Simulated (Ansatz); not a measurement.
Cost and result for the atomization energy of `[C]#C[SiH2]N` radical (8 atoms, 7 bonds).

Cartesian coordinates in Å:
```
C 2.0763 0.3723 -1.9410
C 1.3535 0.2637 -0.9710
Si 0.2787 0.1055 0.5167
N -1.3440 -0.3172 0.1891
H 0.2937 1.4254 1.1875
H 0.8793 -0.9551 1.3574
H -1.9666 0.3569 -0.2266
H -1.5709 -1.2514 -0.1120
```

Total charge 0; spin multiplicity 2. The geometry is a stationary point of PBE0-D4/def2-TZVP. It is one conformer, not always the lowest. Program: Ansatz. Hardware: A = 2 threads of an AMD EPYC 7R13 on a shared host; B = 2 threads of an AMD EPYC 7R13 on a shared host and a share of an NVIDIA H100 80 GB. Times are those of one run each, without the atoms' runs, and a repeat can differ threefold. Electronic energies, without spin–orbit coupling; frozen cores. CCSD(T)/CBS extrapolates def2-TZVPP and def2-QZVPP, and its time is that of the two runs behind it. T1 = 0.046; ⟨S²⟩ of the reference is 1.16. HSE06 is the plane-wave form, built on full-range PBE exchange.

CCSD(T)/CBS is a level of theory with its own doubt, some kJ/mol a heavy atom from the limit and from the frozen cores, so smaller differences don't rank the functionals.

```
                              level  functions  wall time
         LDA (SPW92)/def2-TZVPP [A]        191      3.2 s
             CCSD(T)/def2-TZVPP [B]        191      5.5 s
           revPBE-D4/def2-TZVPP [A]        191        6 s
             PBE0-D4/def2-TZVPP [A]        191        7 s
PBE-D4/def2-TZVPP (with forces) [A]        191        7 s
            HSE06-D4/def2-TZVPP [A]        191      7.5 s
            PBE-QIDH/def2-TZVPP [A]        191        8 s
               CCSD(T)/def2-SVP [A]         80       11 s
              B2PLYP/def2-TZVPP [A]        191       11 s
          r2SCANh-D4/def2-TZVPP [A]        191       12 s
        CAM-B3LYP-D4/def2-TZVPP [A]        191       13 s
             CCSD(T)/def2-QZVPP [B]        361       41 s
                  CCSD(T)/CBS(def2)          –       47 s
```

(1) What atomization energy does each give, and how far from CCSD(T)/CBS? (Estimate.)

Answers

(1) Ansatz gave: 
| level | atomization (kcal/mol) | difference from CCSD(T)/CBS | per bond |
| --- | --- | --- | --- |
| LDA (SPW92)/def2-TZVPP [A] | 782.6 | 101.4 | 14.5 |
| CCSD(T)/def2-TZVPP [B] | 659.1 | -22.1 | -3.2 |
| revPBE-D4/def2-TZVPP [A] | 681.2 | 0.0 | 0.0 |
| PBE0-D4/def2-TZVPP [A] | 681.3 | 0.1 | 0.0 |
| PBE-D4/def2-TZVPP (with forces) [A] | 699.3 | 18.1 | 2.6 |
| HSE06-D4/def2-TZVPP [A] | 681.9 | 0.7 | 0.1 |
| PBE-QIDH/def2-TZVPP [A] | 673.0 | -8.2 | -1.2 |
| CCSD(T)/def2-SVP [A] | 633.0 | -48.2 | -6.9 |
| B2PLYP/def2-TZVPP [A] | 674.9 | -6.3 | -0.9 |
| r2SCANh-D4/def2-TZVPP [A] | 676.9 | -4.3 | -0.6 |
| CAM-B3LYP-D4/def2-TZVPP [A] | 683.2 | 2.0 | 0.3 |
| CCSD(T)/def2-QZVPP [B] | 672.3 | -8.9 | -1.3 |
| CCSD(T)/CBS(def2) | 681.2 | 0.0 | 0.0 |

From r2SCAN to r2SCAN0 (25 % exact exchange), in def2-TZVPP and without D4, the atomization energy moves by −14.4 kcal/mol: exact exchange takes away binding that semilocal exchange gives to molecules. The D4 term adds +5.6 kcal/mol with B3LYP and +2.9 kcal/mol with PBE0; it sums over pairs of atoms, weighted by their polarisabilities, and B3LYP, whose exchange is more repulsive, gets the larger term. Leaving LDA and LC-ωPBE aside and taking each functional with its dispersion term where it has one, the values, not all of them listed here, spread over 41.4 kcal/mol, from BHLYP-D4 to PBE-D4. LDA lies +86.7 kcal/mol from PBE without D4, its usual overbinding.

B3LYP here is the variant with VWN-RPA as its local correlation; programs differ in this.
